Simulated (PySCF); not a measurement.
ClH₅OSi₂, SMILES [SiH3]O[SiH2]Cl. Geometry optimised at B3LYP-D3(BJ)/def2-SVP. The values are those of a single conformer.

Computed equilibrium geometry at B3LYP-D3(BJ)/def2-SVP (PySCF confirms it by a frequency run) as bond lengths and angles (one conformer of several):
Atoms: Si1 O2 Si3 Cl4 H5 H6 H7 H8 H9. Bonds (Å): Si1–O2 1.670, Si1–H5 1.489, Si1–H6 1.486, Si1–H7 1.489, O2–Si3 1.645, Si3–Cl4 2.081, Si3–H8 1.482, Si3–H9 1.482. Angles (°): O2–Si1–H5 110.2, O2–Si1–H6 107.4, O2–Si1–H7 110.2, H5–Si1–H6 109.8, H5–Si1–H7 109.5, H6–Si1–H7 109.8, Si1–O2–Si3 144.2, O2–Si3–Cl4 108.9, O2–Si3–H8 109.9, O2–Si3–H9 109.9, Cl4–Si3–H8 108.1, Cl4–Si3–H9 108.1, H8–Si3–H9 111.8.
